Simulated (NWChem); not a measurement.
The numbers come from NWChem runs, not from measurements. System: Cl3In, charge 1, spin multiplicity 2, at the geometry of a parent with another charge or spin, in a state set for the comparison that need not be this species' ground state. Its SCF solution wasn't tested for a lower state. Level: UHF/def2-TZVP with def2 effective core potentials on In.

Input file:

```
start mol
memory heap 200 mb stack 900 mb global 1100 mb
charge 1
geometry units angstroms nocenter noautoz
  In     0.000000     0.000000    -0.000001
  Cl     0.000000     0.000000     2.320899
  Cl    -2.009962     0.000000    -1.160448
  Cl     2.009962     0.000000    -1.160448
  symmetry group C2v
end
basis spherical
  * library def2-tzvp
end
ecp
  In library def2-ecp
end
scf
  uhf
  nopen 1
  maxiter 100
  thresh 1e-7
  semidirect memsize 60000000 filesize 0
  # guess.movecs holds the orbitals of an unrestricted PBE0 run
  vectors input guess.movecs output mol.movecs
end
task scf energy
```

NWChem printed:

```
             Northwest Computational Chemistry Package (NWChem) 7.3.0
             --------------------------------------------------------

                                NWChem Input Module
                                -------------------

 Scaling coordinates for geometry "geometry" by  1.889725989
 (inverse scale =  0.529177249)

 Turning off AUTOSYM since
 SYMMETRY directive was detected!

                             Geometry "geometry" -> ""
                             -------------------------

 Output coordinates in angstroms (scale by  1.889725989 to convert to a.u.)

  No.       Tag          Charge          X              Y              Z
 ---- ---------------- ---------- -------------- -------------- --------------
    1 In                  49.0000     0.00000000     0.00000000    -0.00000100
    2 Cl                  17.0000     0.00000000     0.00000000     2.32089900
    3 Cl                  17.0000    -2.00996200     0.00000000    -1.16044800
    4 Cl                  17.0000     2.00996200     0.00000000    -1.16044800

 Effective nuclear repulsion energy (a.u.)     683.9155394392

            Nuclear Dipole moment (a.u.)
            ----------------------------
        X                 Y               Z
 ---------------- ---------------- ----------------
     0.0000000000     0.0000000000     0.0000037795

      Symmetry information
      --------------------

 Group name             C2v
 Group number             16
 Group order               4
 No. of unique centers     3

      Symmetry unique atoms

     1    2    3


 Summary of "ao basis" -> "" (spherical)
 ------------------------------------------------------------------------------
       Tag                 Description            Shells   Functions and Types
 ---------------- ------------------------------  ------  ---------------------
 *                         def2-tzvp                  on all atoms

 Summary of "ao basis" -> "ao basis" (spherical)
 ------------------------------------------------------------------------------
       Tag                 Description            Shells   Functions and Types
[...]
 x =   0.00000000 y =   0.00000000 z =  -0.00000009

 moments of inertia (a.u.)
 ------------------
        1008.979608730471           0.000000000000           0.000000000000
           0.000000000000        2017.964611264971           0.000000000000
           0.000000000000           0.000000000000        1008.985002534500

  Mulliken analysis of the total density
  --------------------------------------

    Atom       Charge   Shell Charges
 -----------   ------   -------------------------------------------------------
    1 In  21    19.73   0.38 -0.80  1.53  0.88  0.66  0.08 -0.41  6.39  0.53  0.21  0.02  8.98  1.06  0.15  0.08  0.00
    2 Cl  17    16.72   2.01  0.45  1.51  1.16  0.86  4.18  1.70  1.03  2.76  1.03  0.01  0.02  0.00
    3 Cl  17    17.28   2.01  0.45  1.52  1.10  0.89  4.18  1.69  1.04  2.87  1.49  0.01  0.02  0.00
    4 Cl  17    17.28   2.01  0.45  1.52  1.10  0.89  4.18  1.69  1.04  2.87  1.49  0.01  0.02  0.00

  Mulliken analysis of the alpha density
  --------------------------------------

    Atom       Charge   Shell Charges
 -----------   ------   -------------------------------------------------------
    1 In  21     9.85   0.19 -0.40  0.76  0.44  0.32  0.04 -0.20  3.19  0.26  0.10  0.01  4.49  0.53  0.07  0.04  0.00
    2 Cl  17     8.87   1.01  0.22  0.76  0.59  0.43  2.11  0.83  0.61  1.69  0.60  0.00  0.01  0.00
    3 Cl  17     8.64   1.01  0.22  0.76  0.55  0.45  2.09  0.85  0.52  1.44  0.75  0.00  0.01  0.00
    4 Cl  17     8.64   1.01  0.22  0.76  0.55  0.45  2.09  0.85  0.52  1.44  0.75  0.00  0.01  0.00

   Mulliken analysis of the beta density
   -------------------------------------

    Atom       Charge   Shell Charges
 -----------   ------   -------------------------------------------------------
    1 In  21     9.88   0.19 -0.40  0.76  0.44  0.33  0.04 -0.21  3.19  0.27  0.11  0.01  4.49  0.53  0.08  0.04  0.00
    2 Cl  17     7.85   1.01  0.22  0.76  0.57  0.43  2.07  0.86  0.42  1.07  0.43  0.00  0.01  0.00
    3 Cl  17     8.63   1.01  0.22  0.76  0.55  0.45  2.09  0.85  0.52  1.43  0.74  0.00  0.01  0.00
    4 Cl  17     8.63   1.01  0.22  0.76  0.55  0.45  2.09  0.85  0.52  1.43  0.74  0.00  0.01  0.00

   Mulliken analysis of the spin density
   -------------------------------------

    Atom       Charge   Shell Charges
 -----------   ------   -------------------------------------------------------
    1 In  21    -0.04  -0.00  0.00 -0.00  0.00 -0.01 -0.00  0.00 -0.00 -0.01 -0.01 -0.00  0.01 -0.00 -0.00  0.00  0.00
    2 Cl  17     1.01   0.00  0.00 -0.00  0.01  0.00  0.04 -0.03  0.19  0.62  0.17  0.00  0.00  0.00
    3 Cl  17     0.01   0.00  0.00 -0.00  0.00  0.00  0.00 -0.00  0.00  0.01  0.00 -0.00 -0.00  0.00
    4 Cl  17     0.01   0.00  0.00 -0.00  0.00  0.00  0.00 -0.00  0.00  0.01  0.00 -0.00 -0.00  0.00

       Multipole analysis of the density wrt the origin
       ------------------------------------------------

     L   x y z        total         alpha         beta         nuclear
     -   - - -        -----         -----         ----         -------
     0   0 0 0      1.000000    -36.000000    -35.000000     72.000000

     1   1 0 0     -0.000000     -0.000000     -0.000000      0.000000
     1   0 1 0      0.000000      0.000000      0.000000      0.000000
     1   0 0 1      2.649058     -0.781213      3.430215      0.000057

     2   2 0 0    -43.198930   -268.175833   -265.538086    490.514988
     2   1 1 0     -0.000000     -0.000000     -0.000000      0.000000
     2   1 0 1     -0.000000     -0.000000     -0.000000      0.000000
     2   0 2 0    -40.150533    -20.314246    -19.836287      0.000000
     2   0 1 1     -0.000000     -0.000000     -0.000000      0.000000
     2   0 0 2    -32.204692   -270.929414   -251.787644    490.512366

 Task  times  cpu:       40.8s     wall:       40.8s

 Total times  cpu:       40.9s     wall:       40.9s
```
